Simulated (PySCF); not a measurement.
PySCF input (TPSSh/def2-TZVPD):

```python
from pyscf import gto, scf, dft

mol = gto.M(
    atom='''
    Si   -0.37602088    0.42388213    1.20625302
    Br    0.94016301   -0.93238406   -0.36411320
    Cl   -1.62596546    1.57053485   -0.24374003
    ''',
    basis='def2-tzvpd',
    charge=-1,
    spin=1,
    verbose=4,
)

mf = dft.UKS(mol, xc='tpssh').density_fit(auxbasis='def2-universal-jkfit')
mf.grids.level = 3
mf.conv_tol = 1e-9
mf.max_cycle = 100
mf.max_memory = 1500
mf.kernel()
if not mf.converged:
    mf = mf.newton()
    mf.kernel(mf.make_rdm1())
for _ in range(2):
    mo, _, stable, _ = mf.stability(return_status=True)
    if stable:
        break
    mf.kernel(mf.make_rdm1(mo, mf.mo_occ))
mf.analyze()
```

End of the output:

```
Extra cycle  E= -3323.93049755145  delta_E= -8.19e-12  |g|= 4.14e-06  |ddm|= 1.03e-05
converged SCF energy = -3323.93049755145  <S^2> = 0.7609486  2S+1 = 2.0109188
uhf_internal: lowest eigs of H = [0.13773067 0.16053053 0.18897763]
<class 'pyscf.df.df_jk.DFUKS'> wavefunction is stable in the internal stability analysis
**** SCF Summaries ****
Total Energy =                       -3323.930497551452390
Nuclear Repulsion Energy =             249.750687865414903
One-electron Energy =                -5130.832056246351385
Two-electron Energy =                 1557.150870829484347
Two-electron Coulomb Energy =         1697.757261591212682
DFT Exchange-Correlation Energy =     -140.606390761728392
HOMO-LUMO gap [eV] =                     2.230455829652187
**** MO energy ****
                             alpha | beta                alpha | beta
MO #1   energy= -482.358508084197  | -482.358394958546  occ= 1 | 1
MO #2   energy= -101.178710577403  | -101.178300351481  occ= 1 | 1
MO #3   energy= -65.8336612064726  | -65.8306260881606  occ= 1 | 1
MO #4   energy= -62.0724254811153  | -62.0723708858779  occ= 1 | 1
MO #5   energy= -55.8575651937141  | -55.8575213168383  occ= 1 | 1
MO #6   energy= -55.8560664734178  | -55.8559592351924  occ= 1 | 1
MO #7   energy= -55.8559938785095  | -55.8558158244489  occ= 1 | 1
MO #8   energy= -9.18068579183626  | -9.1803383087903   occ= 1 | 1
MO #9   energy= -8.41871250890544  | -8.41854058286069  occ= 1 | 1
MO #10  energy= -6.92506037278513  | -6.92484332836221  occ= 1 | 1
MO #11  energy= -6.92150481261535  | -6.92098821364415  occ= 1 | 1
MO #12  energy= -6.92116625012337  | -6.92029415896906  occ= 1 | 1
MO #13  energy= -6.23605165220822  | -6.23597407928716  occ= 1 | 1
MO #14  energy= -6.23134816946647  | -6.23118615014861  occ= 1 | 1
MO #15  energy= -6.23125319379157  | -6.23088634764536  occ= 1 | 1
MO #16  energy= -5.05642216444701  | -5.05350458280289  occ= 1 | 1
MO #17  energy= -3.40482549773008  | -3.40322583935301  occ= 1 | 1
MO #18  energy= -3.40367152777214  | -3.40129918610753  occ= 1 | 1
MO #19  energy= -3.40261776189861  | -3.39378179698141  occ= 1 | 1
MO #20  energy= -2.36028720265994  | -2.36016442978827  occ= 1 | 1
MO #21  energy= -2.35899358608748  | -2.35890957039131  occ= 1 | 1
MO #22  energy= -2.35895285492196  | -2.35865089293026  occ= 1 | 1
MO #23  energy= -2.3552709300064   | -2.35496558577945  occ= 1 | 1
MO #24  energy= -2.35526034760364  | -2.35495605546671  occ= 1 | 1
MO #25  energy= -0.601980885559772 | -0.599456324791863 occ= 1 | 1
MO #26  energy= -0.547469116550264 | -0.54571261082382  occ= 1 | 1
MO #27  energy= -0.277755903224644 | -0.258915837762942 occ= 1 | 1
MO #28  energy= -0.167260277173758 | -0.164634825709058 occ= 1 | 1
MO #29  energy= -0.142607058142079 | -0.139960671714706 occ= 1 | 1
MO #30  energy= -0.142230780970117 | -0.133359750489414 occ= 1 | 1
MO #31  energy= -0.108458537709633 | -0.103040569599779 occ= 1 | 1
MO #32  energy= -0.0994866002583627 | -0.0989029597553219 occ= 1 | 1
MO #33  energy= -0.0770578636874008 | -0.0638786366015935 occ= 1 | 1
MO #34  energy= 0.0200998170682389 | 0.102067557631429  occ= 1 | 0
MO #35  energy= 0.117749344096572  | 0.120694643808449  occ= 0 | 0
MO #36  energy= 0.12748402677761   | 0.12948033727243   occ= 0 | 0
MO #37  energy= 0.133764018074249  | 0.140553211747974  occ= 0 | 0
MO #38  energy= 0.154067357803677  | 0.156537420709284  occ= 0 | 0
MO #39  energy= 0.154737164622012  | 0.158589878404398  occ= 0 | 0
MO #40  energy= 0.162307485682663  | 0.16493775990443   occ= 0 | 0
MO #41  energy= 0.177787549389743  | 0.179278830130203  occ= 0 | 0
MO #42  energy= 0.179856037577361  | 0.18125868579559   occ= 0 | 0
MO #43  energy= 0.186236675084656  | 0.195304142046704  occ= 0 | 0
MO #44  energy= 0.23381145167026   | 0.238138629328769  occ= 0 | 0
MO #45  energy= 0.235092588772022  | 0.244939236348718  occ= 0 | 0
MO #46  energy= 0.256081554051589  | 0.267431195908676  occ= 0 | 0
MO #47  energy= 0.264381175661077  | 0.267889757192784  occ= 0 | 0
MO #48  energy= 0.270661214323574  | 0.272961424190898  occ= 0 | 0
MO #49  energy= 0.293441268434424  | 0.295286628140076  occ= 0 | 0
MO #50  energy= 0.30194001966779   | 0.303914228773117  occ= 0 | 0
MO #51  energy= 0.30272530456822   | 0.306090443965629  occ= 0 | 0
MO #52  energy= 0.316777885505615  | 0.318719597054092  occ= 0 | 0
MO #53  energy= 0.328589725051611  | 0.336283135707627  occ= 0 | 0
MO #54  energy= 0.333870688385289  | 0.336641951367837  occ= 0 | 0
MO #55  energy= 0.341525701609141  | 0.34187962975297   occ= 0 | 0
MO #56  energy= 0.355229378373229  | 0.360630666476397  occ= 0 | 0
MO #57  energy= 0.379448526559106  | 0.382509910355807  occ= 0 | 0
MO #58  energy= 0.381243696113293  | 0.385365401762969  occ= 0 | 0
MO #59  energy= 0.388283644580347  | 0.391496547986923  occ= 0 | 0
MO #60  energy= 0.390474228158756  | 0.392790610400154  occ= 0 | 0
MO #61  energy= 0.417503863320032  | 0.441507748634553  occ= 0 | 0
MO #62  energy= 0.468555766166754  | 0.489393287093256  occ= 0 | 0
MO #63  energy= 0.47364722744446   | 0.494927811503805  occ= 0 | 0
MO #64  energy= 0.491283602214656  | 0.500652393052885  occ= 0 | 0
MO #65  energy= 0.520055269125258  | 0.525615434673741  occ= 0 | 0
MO #66  energy= 0.523267056214783  | 0.539069909136046  occ= 0 | 0
MO #67  energy= 0.548158761144301  | 0.55699280281989   occ= 0 | 0
MO #68  energy= 0.572537913921117  | 0.573550528447681  occ= 0 | 0
MO #69  energy= 0.572705509426147  | 0.577121669539281  occ= 0 | 0
MO #70  energy= 0.607373260456365  | 0.612178335665859  occ= 0 | 0
MO #71  energy= 0.615124218482716  | 0.616715614323767  occ= 0 | 0
MO #72  energy= 0.627149965975005  | 0.629693043175191  occ= 0 | 0
MO #73  energy= 0.636974885997074  | 0.645191776931827  occ= 0 | 0
MO #74  energy= 0.666771265923752  | 0.672142012154099  occ= 0 | 0
MO #75  energy= 0.670768131975985  | 0.679020754068848  occ= 0 | 0
MO #76  energy= 0.696610720138281  | 0.702401134253113  occ= 0 | 0
MO #77  energy= 0.697822380531152  | 0.706830871256599  occ= 0 | 0
MO #78  energy= 0.724662138042316  | 0.727532732564284  occ= 0 | 0
MO #79  energy= 0.773326589825932  | 0.776332908121556  occ= 0 | 0
MO #80  energy= 0.774303468143124  | 0.777759615939067  occ= 0 | 0
MO #81  energy= 0.780173893950057  | 0.782038242551658  occ= 0 | 0
MO #82  energy= 0.789853648095241  | 0.797759290604663  occ= 0 | 0
MO #83  energy= 0.805580348692043  | 0.810684156130067  occ= 0 | 0
MO #84  energy= 0.827139463557201  | 0.829296331384822  occ= 0 | 0
MO #85  energy= 0.924814662238223  | 0.926172107872123  occ= 0 | 0
MO #86  energy= 1.13242844811218   | 1.14287173707506   occ= 0 | 0
MO #87  energy= 1.18639157936142   | 1.20439461955066   occ= 0 | 0
MO #88  energy= 1.18893369638243   | 1.20738083783634   occ= 0 | 0
MO #89  energy= 1.20281963655293   | 1.22033815705242   occ= 0 | 0
MO #90  energy= 1.21025971199902   | 1.22524184325691   occ= 0 | 0
MO #91  energy= 1.21824086253969   | 1.23524062481074   occ= 0 | 0
MO #92  energy= 1.22200099084964   | 1.24087868721428   occ= 0 | 0
MO #93  energy= 1.25958672827164   | 1.27166085989421   occ= 0 | 0
MO #94  energy= 1.28740811289809   | 1.29579122160179   occ= 0 | 0
MO #95  energy= 1.29362114905505   | 1.31356562417816   occ= 0 | 0
MO #96  energy= 1.37514683328303   | 1.38511242089022   occ= 0 | 0
MO #97  energy= 1.38342269419961   | 1.40176604601012   occ= 0 | 0
MO #98  energy= 1.43140581640807   | 1.43931709427325   occ= 0 | 0
MO #99  energy= 1.43625602435098   | 1.44888696416542   occ= 0 | 0
MO #100 energy= 1.4852210307339    | 1.50203470845819   occ= 0 | 0
MO #101 energy= 1.58317319593514   | 1.58881931161051   occ= 0 | 0
MO #102 energy= 1.68850875188835   | 1.68990827811751   occ= 0 | 0
MO #103 energy= 1.69018084355691   | 1.69153376423215   occ= 0 | 0
MO #104 energy= 1.70114938334803   | 1.70433638676312   occ= 0 | 0
[...]
```
